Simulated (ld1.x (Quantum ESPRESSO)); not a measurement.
**Pseudopotential generation for bromine: TM semilocal, LDA (PZ), scalar-relativistic.**

ld1.x (Quantum ESPRESSO) 7.5 input, shortened:

```
&input
   title='Br', zed=35., rel=1, dft='PZ', iswitch=3,
   config='[Ar] 3d10 4s2 4p3'
 /
 &inputp
   pseudotype=1, tm=.true., lloc=0,
   nlcc=.true.
 /
2
4P  2  1   3.00   0.00  1.50  1.50  0.0
4S  1  0   2.00   0.00  1.35  1.35  0.0
 &test
   configts(1)='4s2 4p3'
 /
```

All-electron outer shells of the reference configuration (LDA (PZ), scalar-relativistic, ld1.x):

```csv
shell,level (eV),outermost node (bohr),outermost maximum (bohr)
4s,-42.07,0.67,1.38
4p,-28.43,0.70,1.58
```

Q: Does the generator finish with these settings?

A: Yes, a potential is produced and its reference levels are reproduced.

Q: Estimate the cutoffs (Ry, on a coarse ladder) from which the occupation-weighted sum of valence levels, in a spherical-Bessel basis at the reference potential, stays within 10 and 1 mRy of its value at 400 Ry.

A: 50 Ry and 90 Ry.

Q: Which valence shell sets the plane-wave cutoff?

A: 4s: its level needs 60 Ry to come within 1 mRy, against 30 Ry for 4p.

Q: Tests: 4s2 4p5; 4s2 4p4; 4s2 4p2; 4s1 4p6; 4s2 4p4.5; 4s2 4p5.3; 4s1 4p5. Which has the largest error in its energy relative to the reference configuration, and how large is it?

A: 4s2 4p5.3, with +14 meV (all-electron minus pseudo) on -37.66 eV.
